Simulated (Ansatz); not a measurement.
An input meant for Si2O2⁻ (charge -1, doublet).

```yaml
crystal:
  periodic: [false, false, false]
  atoms:
    - {symbol: Si, position_ang: [0.351119, -0.416460, -1.123886]}
    - {symbol: Si, position_ang: [-0.351640, 0.416396, 1.123747]}
    - {symbol: O, position_ang: [-0.140776, 1.073801, -0.441945]}
    - {symbol: O, position_ang: [0.141296, -1.073727, 0.442074]}
basis:
  gaussian: {orbitals: cc-pVDZ}
total_charge: -1
magnetization: {spin_polarized: true, initial_magnetization: 1}
hamiltonian: {xc: {name: HF}}
correlation: {active_space: {window: {electrons: 3, orbitals: 2}}}
scf: {omitted_lower_state_checks: [starts]}
```

```sh
$ ansatz run in.yaml --threads 4 --pin off --events-out ev --progress --plain --max-ram 3916MiB
```

Question: Predict how Ansatz answers.

Answer: The program refused the input.
```
Error: invalid value for `correlation.active_space`: it starts from restricted Hartree–Fock orbitals; set hamiltonian.xc: hf without magnetization.spin_polarized
```
